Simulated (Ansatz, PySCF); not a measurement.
Isomers of CH3NO: 1 is NC=O, 2 is [H]/N=C/O; one conformer of each (the lowest of an xTB search), B3LYP-D3(BJ)/def2-TZVP minima.
Isomer 1 (charge 0, multiplicity 1):
| atom | x (Å) | y (Å) | z (Å) |
|---|---|---|---|
| N | -0.6935 | -0.0314 | -0.0093 |
| C | 0.6612 | 0.0338 | 0.0080 |
| O | 1.3082 | 1.0440 | -0.1452 |
| H | -1.2270 | 0.8098 | -0.1588 |
| H | -1.1758 | -0.9022 | 0.1246 |
| H | 1.1269 | -0.9540 | 0.1806 |
Isomer 2 (charge 0, multiplicity 1):
```tsv
atom	x (Å)	y (Å)	z (Å)
H	1.6742	-0.5853	0.3395
N	0.6862	-0.7601	0.1845
C	0.0490	0.3076	-0.0182
O	-1.2758	0.3183	-0.2472
H	0.4440	1.3237	-0.0386
H	-1.5775	-0.6042	-0.2188
```

No zero-point or thermal terms.

Frozen-core correlation. CBS: X⁻³ extrapolation of the correlation energy, Hartree–Fock from the larger set.

Programs: Ansatz (a program for electronic structure) with Gaussian orbitals; PySCF for the dispersion terms. Each number belongs to the level named beside it.

PBE/def2-TZVPP gives 12.59 kcal/mol for the electronic energy of isomer 2 less that of isomer 1.

Q: Where do these levels fall relative to PBE: PBE-D3(BJ)/def2-TZVPP, r2SCAN/def2-TZVPP, PBE0/def2-TZVPP, wB97M-V/def2-TZVPP, B2PLYP/def2-TZVPP, MP2/CBS(cc-pVTZ, cc-pVQZ), CCSD(T)/CBS(cc-pVTZ, cc-pVQZ).

A: PBE-D3(BJ)/def2-TZVPP 0.00; r2SCAN/def2-TZVPP -0.06; PBE0/def2-TZVPP -0.16; wB97M-V/def2-TZVPP -1.20; B2PLYP/def2-TZVPP -0.39; MP2/CBS(cc-pVTZ, cc-pVQZ) -0.99; CCSD(T)/CBS(cc-pVTZ, cc-pVQZ) -1.95 kcal/mol. 1 of 7 lie above PBE; the widest gap is to CCSD(T)/CBS(cc-pVTZ, cc-pVQZ).
